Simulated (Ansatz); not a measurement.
Z-matrix (Å, degrees):
```
C
O 1 1.425
N 1 1.435 2 112.6
H 1 1.093 2 105.3 3 -122.7
H 1 1.104 2 106.9 3 122.1
C 2 1.408 1 112.3 3 -53.3
In 3 2.047 1 108.9 2 25.3
H 3 1.006 1 113.9 2 -123.1
H 6 1.088 2 108.2 1 169.7
H 6 1.100 2 111.7 1 -70.2
H 7 1.697 3 123.7 1 -179.5
```

Total charge 0; spin multiplicity 1. In: def2 effective core potential.

List the r2SCAN/def2-TZVPP orbital energies in eV (Ansatz 0.2.0). (An estimate is asked.)

Ansatz gave: Occupied: -515.74, -384.38, -274.67, -274.08, -125.16, -81.88, -81.58, -81.56, -27.17, -22.13, -19.33, -18.99, -18.98, -18.94, -18.83, -17.69, -15.17, -12.70, -11.90, -11.62, -10.36, -9.67, -9.11, -7.77, -7.07, -5.47, -5.34. Lowest empty: -1.57, -0.74, 0.16, 1.57, 1.82, 2.07, 2.51, 2.62.
